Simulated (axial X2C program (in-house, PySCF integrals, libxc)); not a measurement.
**Worked dissociation energy of MoO⁻: r2SCAN0, two-component**

Calculated with an in-house all-electron X2C program for linear molecules (integrals from PySCF). Two-component (2c) means X2C with spin–orbit coupling and atomic mean-field two-electron Coulomb and Gaunt terms. Basis: Mo dyall-acv3z [12s13p10d5f3g], O dyall-av3z [7s6p3d2f] (cores contracted in-house); Gaussian nuclei, density fitting, unrestricted open shells. Masses: Mo 97.905 u, O 15.995 u.

Molecular state: Ω = 5/2 (⟨Sz⟩ = 2.50, ⟨Lz⟩ = 0.00 at r2SCAN0).

```
E(Mo) (2M_J = 6) : -4046.793016 hartree
E(O-) (2M_J = 1) : -75.153719 hartree
E(MoO⁻) at Re    : -4122.109066 hartree
ωe               : 843.1 cm⁻¹
ωexe             : 3.44 cm⁻¹
```

(1) Work out De and D0.

The state is a single determinant with fixed occupations, the lowest that a limited PBE0 search found. Dissociation energies refer to the lowest single-determinant-based atoms at the same level and basis. Density functionals use the spin component along the axis (collinear). A 2c atom that is not at its ground J level misses part of its spin–orbit lowering, and De is too large by that part (0.04 eV or less for light atoms). This holds for r2SCAN0. Other states lie close and PBE0, whose exact exchange favours high spin, may order them wrongly; the determinant shown need not be the ground state. The nearest other 2c determinant of the search, Ω = 1/2, lies 0.20 eV up at the distance of the search. The functionals have no current-density term, which raises determinants with orbital currents, atoms included. With several unpaired electrons one determinant need not be a pure state. The highest occupied level of some functionals is positive through self-interaction error; at Hartree–Fock it is bound. This is the top spin component of a Σ state; components of lower Ω are not single determinants and can lie lower. The determinant is spin-polarised beyond a pure state at some levels (its spin-free form has ⟨S²⟩ too high), which makes Re and μ there less reliable.

Each atomic determinant is the lowest at this level and need not be a pure J level. Totals compare only within one Hamiltonian and basis.

Answers

(1) De = -4046.793016 + (-75.153719) − (-4122.109066) = 0.16233 hartree = 4.417 eV. The zero-point energy is ωe/2 − ωexe/4 = 421 cm⁻¹ = 0.052 eV, so D0 = 4.365 eV.
